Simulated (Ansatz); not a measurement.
Ansatz (a quantum-chemistry and plane-wave program) input (B3LYP/def2-SVP):

Ansatz 0.2 input:
```yaml
crystal:
  periodic: [false, false, false]
  atoms:
    - {symbol: C, position_ang: [-2.68756700, -1.09566200, -0.09974300]}
    - {symbol: C, position_ang: [-1.25910700, -0.59699900, -0.05694100]}
    - {symbol: C, position_ang: [-0.98962200, 0.74995300, 0.10401300]}
    - {symbol: Se, position_ang: [0.93219700, 0.84925400, 0.09185100]}
    - {symbol: C, position_ang: [1.08270900, -1.02300900, -0.13850800]}
    - {symbol: C, position_ang: [-0.17350200, -1.54020500, -0.18574700]}
    - {symbol: H, position_ang: [-3.36842200, -0.25057900, 0.01197700]}
    - {symbol: H, position_ang: [-2.90416200, -1.81420100, 0.70312300]}
    - {symbol: H, position_ang: [-2.92626100, -1.60074900, -1.04616500]}
    - {symbol: H, position_ang: [2.01454500, -1.56549100, -0.21647400]}
    - {symbol: H, position_ang: [-0.34785600, -2.60809300, -0.31385000]}
basis:
  gaussian:
    orbitals: def2-SVP
hamiltonian:
  xc: {name: B3LYP}
total_charge: -1
output: {forces: true}
```

Output:

```
Functional definition: B3LYP
integrals: 0.10 GiB planned
1300 factors; integrals over basis functions are off by at most 1.6e-3 eV
mean field: 0.85 GiB planned
mean field evaluation 1: about -70596.7413 eV, gradient 5.1e1 eV
mean field evaluation 2: about -70585.3428 eV, gradient 8.0e1 eV
mean field evaluation 4: about -70603.4320 eV, gradient 8.4e0 eV
mean field evaluation 8: about -70603.7670 eV, gradient 1.1e0 eV
mean field evaluation 16: about -70603.7703 eV, gradient 3.3e-4 eV
mean field -70603.77026754 eV, -2594.6407003778 hartree, gradient 5.0e-5 eV, S^2 0.000000; 0 other end points of the search recorded, 0 dependent functions left out
the calculation of the forces begins
reference -70603.77050559 eV, -2594.6407091260 hartree; 35, 35 occupied and 92, 92 virtual orbitals, 1300 factors
Total energy: -70603.77050559 eV, -2594.6407091260 hartree
Atom 0 at    -2.687567    -1.095662    -0.099743 Å, force     0.235474     0.063726     0.004801 eV/Å
Atom 1 at    -1.259107    -0.596999    -0.056941 Å, force    -0.125329    -0.182937    -0.020739 eV/Å
Atom 2 at    -0.989622     0.749953     0.104013 Å, force     0.035182     0.537654     0.065161 eV/Å
Atom 3 at     0.932197     0.849254     0.091851 Å, force    -0.003870     0.044825     0.005518 eV/Å
Atom 4 at     1.082709    -1.023009    -0.138508 Å, force     0.142937     0.341995     0.039925 eV/Å
Atom 5 at    -0.173502    -1.540205    -0.185747 Å, force    -0.155386    -0.031458    -0.001876 eV/Å
Atom 6 at    -3.368422    -0.250579     0.011977 Å, force    -0.224691     0.266832     0.035398 eV/Å
Atom 7 at    -2.904162    -1.814201     0.703123 Å, force    -0.110371    -0.243218     0.237714 eV/Å
Atom 8 at    -2.926261    -1.600749    -1.046165 Å, force    -0.116993    -0.179265    -0.286394 eV/Å
Atom 9 at     2.014545    -1.565491    -0.216474 Å, force     0.377029    -0.238857    -0.033909 eV/Å
Atom 10 at    -0.347856    -2.608093    -0.313850 Å, force    -0.053980    -0.379298    -0.045601 eV/Å
Dipole moment:     0.527107    -0.371310    -0.051967 e Å
```

The dipole moment of an ion depends on the origin.

The geometry given is a B3LYP-D3(BJ)/def2-TZVP minimum.
